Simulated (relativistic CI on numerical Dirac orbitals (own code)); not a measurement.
S⁴⁺: sensitivity of the levels to the model

Base calculation: Dirac-Coulomb-Breit CI, separate exchange-only KLI orbitals for each configuration, model QED, valence Slater integrals scaled by 0.85, P86 correlation energy added to each configuration.

CI space (outside the closed core [Ne]): 3s², 3s3p, 3p², 3s3d, 3d², 3p3d, 3p4s, 3s4s, 3s4p, 3s4d, 3s4f, 3d4s, 3s5s, 3s5p, 3s5d, 4s². Levels of other configurations are missing.

Variants: (1) valence Slater integrals scaled by 0.75; (2) no correlation estimate; (3) configuration mixing switched off; (4) non-relativistic limit. Shifts of the energy above 3s² ¹S0, in cm⁻¹, for the lowest level and the first level of each name with at least 55 % of one term (blank where a level changes its place among those of its configuration and J or its character, or is not in the variant):

| Level | Base | Δ(1) | Δ(2) | Δ(3) | Δ(4) | Measured |
| --- | --- | --- | --- | --- | --- | --- |
| 3s² ¹S0 | 0.0 | 0.0 | 0.0 | 0.0 | 0.0 | 0.0 |
| 3s3p ³P°0 | 81648.1 | +61.3 | -447.5 | -6944.6 | -512.8 | 83024.0 |
| 3s3p ³P°1 | 82006.7 | +59.2 | -447.5 | -6941.3 | -871.4 | 83393.5 |
| 3s3p ³P°2 | 82749.6 | +57.0 | -447.6 | -6937.5 | -1614.4 | 84155.2 |
| 3s3p ¹P°1 | 123786.6 | -4122.2 | -478.9 | +887.3 | -1328.2 | 127150.7 |
| 3p² ¹D2 | 194023.5 | +909.5 | -926.6 |  | -2331.9 | 193739.1 |
| 3p² ³P0 | 199149.7 | -545.3 | -853.7 | -6621.7 | -1861.9 | 199967.2 |
| 3p² ³P1 | 199546.1 | -541.5 | -853.8 | -6618.5 | -2258.4 | 200370.6 |
| 3p² ³P2 | 200308.6 | -531.1 | -854.2 |  | -3020.8 | 201146.0 |
| 3p² ¹S0 | 232962.5 | -4275.8 | -852.2 | -7012.2 | -2628.0 | 235350.0 |
| 3s3d ³D2 | 235103.3 | -1062.0 | -1165.4 | -8109.7 | -1559.6 | 234947.1 |
| 3s3d ³D1 | 235104.1 | -1061.9 | -1165.4 | -8110.0 | -1560.3 | 234941.5 |
| 3s3d ³D3 | 235105.5 | -1062.1 | -1165.4 | -8109.3 | -1561.7 | 234956.0 |
| 3s3d ¹D2 | 270901.1 | -5794.8 | -1114.4 | -24393.6 | -1817.5 | 270700.4 |

At this charge configurations can still be misplaced by up to about 7 % of their energy. 48 of the 69 excited levels that our extract of the measured tables holds in this range could be paired (the sources list more); they are missed by 1149 cm⁻¹ on average and 4038 at most, and levels without a partner can miss by more.

Measured levels: NIST levels in Podobedova, Kelleher and Wiese, J. Phys. Chem. Ref. Data 38, 171 (2009); Martin, Zalubas and Musgrove, J. Phys. Chem. Ref. Data 19, 821 (1990).

Ionisation energy from the two ground configurations alone: base 71.76 eV; no correlation estimate 70.78 eV. The NIST ASD value (measured) is 72.5945 eV.
